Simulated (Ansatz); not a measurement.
The cluster V₃O₃⁺, relaxed as a singlet with RKS PBE-D4/def2-SVP in Ansatz, starting from the GFN1-xTB geometry. Force threshold 0.02 eV/Å.

The restricted singlet is unstable towards broken spin symmetry in Hartree–Fock (as tested in another run); at PBE-D4/def2-SVP this wasn't settled. The structure comes from a short search, and lower isomers may exist.

Start:

```xyz
6

V    -0.478   -1.807    0.712
V    -1.497    1.691   -1.199
V     1.767    0.965   -0.169
O    -1.036   -0.076    0.335
O     0.976   -0.621   -0.363
O     0.267   -0.153    0.683
```

(1) Estimate the energy that the relaxation releases and the steps that it takes.

(2) Does the start keep its bonding and symmetry?

(3) Predict the relaxed structure.

## Answers

(1) 1889.4 kJ/mol, in 24 steps; 82 s on 4 threads of Intel Xeon on a shared host. No frequencies were taken in this run, so the end may be a saddle point.

(2) Bonds lost: O4–O6, O5–O6 (atoms count from 1). Bonds formed: V2–O5 (atoms count from 1). Metal–metal contacts that move far: V1–V2 4.11 to 2.22 Å, V1–V3 3.67 to 2.22 Å.

(3) 
Cartesian coordinates in Å:
```
V -0.212 -0.917 0.404
V -0.642 0.625 -1.130
V 1.209 0.768 0.167
O -1.757 -0.047 0.049
O 0.852 -0.561 -1.155
O 0.550 0.131 1.665
```
Bond lengths (bridged metal pairs left out): 7 × O–V 1.76 to 1.92 Å.
